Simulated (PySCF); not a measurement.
## Exercise with solution: oscillator strength and radiative lifetime

Sn(Cl)(SiH3) (ClH₃SiSn), SMILES [Cl][Sn][SiH3] (connectivity only; charge and spin as stated), neutral, multiplicity 1.

Coordinates come from a PBE0-D3(BJ)/def2-SVP optimisation. The def2 effective core potentials stand for the cores of Sn; spin–orbit coupling is left out.

TDA-B3LYP/def2-SVPD (PySCF) puts the first singlet state with f over 0.02 at 4.61 eV (vertical), with the transition dipole (0.359, 0.382, 0.000) in atomic units.

Problem. Find the oscillator strength, the wavelength and the radiative lifetime that this transition would have in vacuum if emission retraced absorption.

Solution. 
|μ|² = 0.2748 au, so |μ| = 1.33 D. ΔE = 4.61/27.211 = 0.1694 hartree. f = (2/3) ΔE |μ|² = 0.031 (the program prints 0.031).
λ = 1239.84/4.61 = 269 nm; ν = 37182 cm⁻¹.
Einstein's coefficient A = 0.6670 ν² f s⁻¹ (ν in cm⁻¹) = 2.9e7 s⁻¹, so τ = 1/A = 35 ns. This state is S5; the lower singlets have f = 0.004, 0.002, 0.009, 0.011. The figure is the radiative limit of this one transition; relaxation, internal conversion, crossing to triplets and a medium change what is measured.
